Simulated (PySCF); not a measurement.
C₃H₆NO, SMILES O=CN(C)[CH2], multiplicity 2.

The structure is a stationary point at PBE0-D3(BJ)/def2-SVP. The isomer is the one that the SMILES or the coordinates give; other isomers of the formula were not compared. Other conformers were not sampled.

Calculation: PBE/def2-TZVP in PySCF.

Estimate the frontier levels, dipole moment and polarisability. (The exact figures need the calculation; the answer reports its results.)


| Quantity | Value |
|---|---|
| α spin, highest occupied and lowest empty level | -4.05 and -0.56 eV |
| β spin, highest occupied and lowest empty level | -6.04 and -2.75 eV |
| dipole moment | 3.96 D |
| quadrupole, principal values (traceless, Buckingham form, about the centre of nuclear charge) | -4.71, -0.51, 5.22 D·Å |
| mean static polarisability | 52.4 bohr³ (7.77 Å³) |
| polarisability, principal values | 35.2, 56.8, 65.3 bohr³ |
| ⟨S²⟩ | 0.754 (pure state 0.75) |
